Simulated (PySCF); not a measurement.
Molecule: `C/N=C\C1=C[C@@H]2C=C[C@H]12`, C₈H₉N.

Bonds (- single, = double, # triple, : aromatic): C1-N2, N2=C3, C3-C4, C4=C5, C5-C6, C6-C7, C7=C8, C8-C9, C9-C4, C9-C6. C1 carries H10, H11, H12; C3 carries H13; C5 carries H14; C6 carries H15; C7 carries H16; C8 carries H17; C9 carries H18. Stereochemistry as in C/N=C\C1=C[C@@H]2C=C[C@H]12.

Frames of a GFN2-xTB Langevin trajectory at 600 K; GIAO PBE0/pcSseg-1 shieldings in PySCF 2.14, gas phase, non-relativistic; equivalent atoms averaged within each frame.

Referencing at the same level of theory: 13C (σref 186.93), 1H (σref 31.72) vs TMS; NH3 for 15N (σref 267.73). The references are static minima.

How do the shifts (ppm) fluctuate along the trajectory?

## Answers


```
         time (fs)     C4     C8     C5     C7     C3    C9    C6    C1     N2   H17
optimised geometry  153.9  154.6  158.6  153.9  162.4  53.4  51.6  44.6  413.5  7.07
               250  167.2  165.6  165.4  159.3  151.8  63.4  47.2  46.8  385.4  8.20
               425  154.9  158.1  151.2  151.8  163.9  58.4  46.9  39.5  406.2  7.62
               625  161.9  159.7  153.5  166.4  156.1  59.4  52.7  48.3  441.1  7.15
               800  170.7  155.7  176.3  164.6  169.0  49.1  65.5  44.5  423.9  7.54
              1000  149.2  146.5  149.7  149.4  169.2  65.0  59.0  38.5  400.8  7.09
    mean of frames  160.8  157.1  159.2  158.3  162.0  59.1  54.3  43.5  411.5  7.52
standard deviation    8.8    7.0   11.4    7.5    7.8   6.2   8.0   4.4   21.5  0.44
```

5 frames give an uncertainty of the mean of about the standard deviation over 2.2 at best, since frames this close in time may not be independent; classical motion lacks zero-point vibration, and the reference would need the same averaging.
